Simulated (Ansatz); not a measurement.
`FC(F)[SiH3]` → C• + 2 F• + 4 H• + Si•  (atomization)

Isolated molecules relaxed with PBE0-D4/def2-TZVP in Ansatz; ΔE leaves out vibrations. CBS: MP2 limit from def2 TZ/QZ plus the TZ coupled-cluster correction, frozen cores. This one scheme is used for every species, atoms too. Functionals use def2-TZVPP. HSE06 is defined as in plane-wave codes. Open shells (•) are unrestricted, without spin–orbit coupling. Spin–orbit coupling would lower the free atoms: a little for C, F, Si.

```
             level  ΔE (kJ/mol)  difference from CCSD(T)/CBS
       LDA (SPW92)       3096.1                        418.1
           PBE0-D4       2659.6                        -18.4
        r2SCANh-D4       2657.3                        -20.7
          HSE06-D4       2661.7                        -16.3
           ωB97M-V       2683.7                          5.7
            revPBE       2610.5                        -67.5
            r2SCAN       2677.6                         -0.4
              PBE0       2649.9                        -28.1
       HF/def2-SVP       1937.8                       -740.2
      MP2/def2-SVP       2550.9                       -127.1
  CCSD(T)/def2-SVP       2517.8                       -160.2
     HF/def2-TZVPP       1933.8                       -744.2
    MP2/def2-TZVPP       2650.0                        -28.0
CCSD(T)/def2-TZVPP       2605.6                        -72.4
      HF/CBS(def2)       1939.0                       -739.0
     MP2/CBS(def2)       2722.4                         44.4
       CCSD(T)/CBS       2678.0                            0
```

**Question.** What do rigid-rotor, harmonic-oscillator terms from PBE0-D4/def2-TZVP frequencies (298.15 K, 1 bar) make of the CCSD(T)/CBS value? (An estimate is asked.)

**Answer.** Computed: ΔZPE = -123.0 kJ/mol, ΔH = +2588.1 kJ/mol, ΔS = 799 J/(mol·K), ΔG = +2349.8 kJ/mol. Open shells count their whole term as degenerate.

Largest T1 diagnostic among the species: 0.012.

From BLYP to BHLYP (50 % exact exchange), in def2-TZVPP and without D4, ΔE moves by −81.7 kJ/mol: exact exchange takes away binding that semilocal exchange gives to molecules. Leaving LDA and LC-ωPBE aside and taking each functional with its dispersion term where it has one, the values, not all of them listed here, spread over 140.7 kJ/mol, from BHLYP-D4 to PBE-D4. LDA lies +386.2 kJ/mol from PBE without D4, its usual overbinding. At CCSD(T), def2-SVP lies −160.2 kJ/mol from the extrapolated value and def2-TZVPP −72.4 kJ/mol: correlation converges slowly with the basis, and small sets miss more of it in the bonded molecule than in its fragments.

For atomizations the MP2-based limit and the directly extrapolated one differ by several kJ/mol either way, and by 10 to 25 for some Ge, Se and Sn compounds, so smaller differences from it don't rank the levels.
